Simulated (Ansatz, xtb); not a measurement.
Molecule: BiI₂ (charge 0, doublet). It need not be the lowest isomer of its formula. 
Coordinates optimised at B3LYP-D3(BJ)/def2-TZVP (Ansatz, a quantum-chemistry and plane-wave program):
SMILES: [I][Bi][I]
```xyz
3

Bi     0.1121    -0.6263     0.7737
I      2.0549     0.8623    -0.6151
I     -2.2304     0.1185    -0.5965
```
Charge 0, spin multiplicity 2.

Harmonic wavenumbers from GFN2-xTB (xtb, at its own minimum), cm⁻¹: 56, 190, 200.

Question: Give the harmonic wavenumbers at B3LYP-D3(BJ)/def2-TZVP (Ansatz, finite differences of forces, unscaled).

Answer: 51, 165, 169 cm⁻¹. Zero-point energy 0.5 kcal/mol.

Question: From these and the geometry, give the ideal-gas thermochemistry at 298.15 K and 1 atm (rigid rotor, harmonic oscillator).

Answer: Point group C2v, rotational symmetry number 2. Rotational constants 1.382, 0.421, 0.3227 GHz. S(trans) 44.28, S(rot) 30.44, S(vib) 9.73, S(elec, spin only) 1.38, S 85.8 cal/(mol K). H(298) - H(0) 3.66 kcal/mol; G - E(el) -21.4 kcal/mol.
